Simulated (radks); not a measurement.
The tantalum ion Ta2+ inside a hard spherical wall (all orbitals vanish at R), configuration held at [Xe] 4f14 5d3 and not refilled when levels cross. Method: scalar-relativistic Kohn-Sham, PBEsol, spin-polarised, spherical densities, point nucleus; open shells are filled with parallel spins first (spin-orbit coupling, left out, can overturn this in heavy ions); computed with a radial shooting solver on a logarithmic mesh with Libxc functionals. Eigenvalues in eV for spin up, with the zero of energy where the potential of the charges vanishes at infinity; a dash marks a level that is unbound or too diffuse for the functional's potential to be trusted. A positive occupied level is held by the wall or, in an anion where self-interaction has pushed it up, behind a barrier. The pressure on the wall is -dE/dV.

| R (bohr) | E (hartree) | kinetic (hartree) | e(5s) | e(5p) | e(4f) | e(5d) | e(6s, empty) | e(6p, empty) | pressure (GPa) |
|---|---|---|---|---|---|---|---|---|---|
| free | -15599.1086 | 17140.731 | -88.997 | -55.600 | -40.271 | -19.209 | -19.083 | -12.866 | 0 |
| 15 | -15599.1086 | 17140.731 | -88.997 | -55.600 | -40.271 | -19.209 | -19.083 | -12.866 | < 0.0001 |
| 5 | -15599.0909 | 17140.864 | -88.429 | -55.070 | -39.673 | -18.646 | -17.913 | -10.007 | 2.92 |
| 4 | -15599.0060 | 17141.337 | -87.001 | -53.750 | -38.122 | -16.930 | -13.975 | -3.294 | 26.6 |
| 3.5 | -15598.8542 | 17142.112 | -85.364 | -52.209 | -36.273 | -14.622 | -8.379 | 5.108 | 90.9 |
| 3 | -15598.4287 | 17144.248 | -82.207 | -49.066 | -32.557 | -9.653 | 4.019 | 22.145 | 367 |
| 2 | -15591.6262 | 17174.962 | -56.436 | -19.149 | -3.108 | 33.910 | 112.25 | 150.82 | 12100 |
| 1.5 | -15565.5261 | 17274.275 | 11.853 | 62.748 | 56.391 | 138.82 | 356.04 | 417.05 | 115000 |
